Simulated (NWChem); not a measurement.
# SnH3 cation; SMILES [SnH3+]

Results from NWChem. def2 effective core potentials on Sn; no spin-orbit coupling. Each level has its own optimisation; frequencies are unscaled.

| level | r H–Sn (Å) | highest harmonic frequency (cm⁻¹) | lowest (cm⁻¹) | zero-point energy (kcal/mol) |
|---|---|---|---|---|
| PBE0/def2-TZVP (core potentials) | 1.686 | 2054 | 677 | 11.6 |
| LDA (Slater exchange, VWN5)/def2-SVP (core potentials) | 1.704 | 1969 | 653 | 11.2 |
| Hartree-Fock/STO-3G (all-electron, non-relativistic) | 1.632 | 2288 | 772 | 13.3 |
| PBE-D3(BJ)/def2-SVP (core potentials) | 1.711 | 1961 | ? | 11.1 |

Task: Some entries are withheld; supply them.

Result: 
- PBE-D3(BJ)/def2-SVP (core potentials), lowest (cm⁻¹): 648
